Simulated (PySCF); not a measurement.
## Electron correlation in Xe²⁺ (xenon, charge +2)

Starting occupation: [Kr] 4d10 5s1 5p5, 5s1/2 with m_j = +1/2, 5p1/2 with m_j = -1/2, +1/2, 5p3/2 with m_j = -1/2, +1/2, +3/2. Computed with PySCF 2.14 in x2c-TZVPall-2c (8s9p5d2f, 74 functions), with X2C-1e with screened-nucleus spin-orbit coupling, Gaussian nucleus. Frozen: [Ar] 3d10; 24 electrons correlated; the 6 highest virtual spinors left out.

MP2 pair energies summed by pair of shells (mhartree):

```json
{"pair": "4d-4d", "energy": "-266.57", "share (%)": "39.8"}
{"pair": "4d-5p", "energy": "-126.74", "share (%)": "18.9"}
{"pair": "5p-5p", "energy": "-102.03", "share (%)": "15.2"}
{"pair": "4d-4p", "energy": "-65.93", "share (%)": "9.9"}
{"pair": "4p-4p", "energy": "-29.57", "share (%)": "4.4"}
{"pair": "4d-4s", "energy": "-19.68", "share (%)": "2.9"}
{"pair": "4d-5s", "energy": "-15.85", "share (%)": "2.4"}
{"pair": "5p-5s", "energy": "-12.82", "share (%)": "1.9"}
{"pair": "4p-5p", "energy": "-10.99", "share (%)": "1.6"}
{"pair": "4p-4s", "energy": "-10.22", "share (%)": "1.5"}
{"pair": "4p-5s", "energy": "-4.03", "share (%)": "0.6"}
{"pair": "4s-4s", "energy": "-2.45", "share (%)": "0.4"}
{"pair": "4s-5p", "energy": "-1.83", "share (%)": "0.3"}
{"pair": "4s-5s", "energy": "-0.39", "share (%)": "0.1"}
```

Total MP2 correlation energy: -669.12 mhartree.

The GHF reference relaxed away from the jj start to a determinant that is no pure jj level (⟨S²⟩ = 2.03, ⟨J²⟩ = 6.01); the energies belong to that determinant.

This basis was not built for core-valence correlation, so the inner-shell part is incomplete.
